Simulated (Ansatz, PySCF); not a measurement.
Pair of molecules: AsH3 (SMILES [AsH3]) (first 4 atoms) with HBr (SMILES Br); geometry from B3LYP-D3(BJ)/def2-TZVP, rigid monomers moved along the line of their centres of mass till As1···H6 is 2.33 Å.
(charge 0, multiplicity 1):
```xyz
6

As    -0.246    -0.200     0.144
H     -0.931     0.733    -0.842
H     -0.416    -1.419    -0.748
H      1.145     0.109    -0.387
Br    -1.062    -0.238     3.827
H     -0.751    -0.223     2.421
```

Interaction energies are E(AB) − E(A) − E(B) at the monomers' geometry in the complex; basis-set methods are counterpoise corrected.

Correlated levels freeze the cores. Filled d and f shells under p-block atoms count as core. CBS(a, b) extrapolates the correlation energy as X⁻³ and adds the Hartree–Fock energy of set b.

The values were computed with Ansatz (a program for electronic structure); PySCF for the dispersion terms. 

The comparison value is -5.4 kJ/mol (CCSD(T)/CBS(aug-cc-pVDZ, aug-cc-pVTZ)). It is a level with limits of its own, not the exact answer.

**Question.** Order these levels by how close they come to the comparison value for the interaction energy, closest first: CCSD(T)/aug-cc-pVDZ, PBE-D3(BJ)/def2-TZVPPD, wB97X-V/def2-TZVPPD. Give each level's value less the comparison value.

**Answer.** wB97X-V/def2-TZVPPD (-0.7 kJ/mol), CCSD(T)/aug-cc-pVDZ (5.7 kJ/mol), PBE-D3(BJ)/def2-TZVPPD (-9.4 kJ/mol)
